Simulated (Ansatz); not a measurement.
`CC/C=C/[SiH3]` and `N/C=C/[SiH3]` differ in one atom or group.

Ansatz, PBE0-D4/def2-TZVP geometries, multiplicity 1. Each molecule was computed in one conformer, which needn't be the lowest.

```csv
property,`CC/C=C/[SiH3]`
HOMO–LUMO gap (PBE0/def2-TZVPP) / eV,7.31
size of the dipole moment (ωB97M-V/def2-TZVPP) / D,1.41
LUMO energy (ωB97M-V/def2-TZVPP) / eV,1.83
HOMO energy (ωB97M-V/def2-TZVPP) / eV,-9.74
HOMO energy (PBE0/def2-TZVPP) / eV,-7.53
HOMO energy (PBE/def2-TZVPP) / eV,-6.44
```

(1) What does the change do to each property? (An estimate is asked.)

## Answers

(1) Ansatz gave: 
```json
{"property": "HOMO–LUMO gap (PBE0/def2-TZVPP) / eV", "`N/C=C/[SiH3]`": "6.70", "shift": "-0.61"}
{"property": "size of the dipole moment (ωB97M-V/def2-TZVPP) / D", "`N/C=C/[SiH3]`": "3.06", "shift": "1.65"}
{"property": "LUMO energy (ωB97M-V/def2-TZVPP) / eV", "`N/C=C/[SiH3]`": "2.30", "shift": "0.47"}
{"property": "HOMO energy (ωB97M-V/def2-TZVPP) / eV", "`N/C=C/[SiH3]`": "-8.40", "shift": "1.34"}
{"property": "HOMO energy (PBE0/def2-TZVPP) / eV", "`N/C=C/[SiH3]`": "-6.24", "shift": "1.29"}
{"property": "HOMO energy (PBE/def2-TZVPP) / eV", "`N/C=C/[SiH3]`": "-5.13", "shift": "1.31"}
```

With PBE0 the HOMO rises by 1.29 eV and the LUMO rises by 0.68 eV, so the gap narrows by about 0.61 eV. PBE moves the HOMO by 1.31 eV and ωB97M-V by 1.34 eV. Dipoles are sizes alone; their direction can turn.
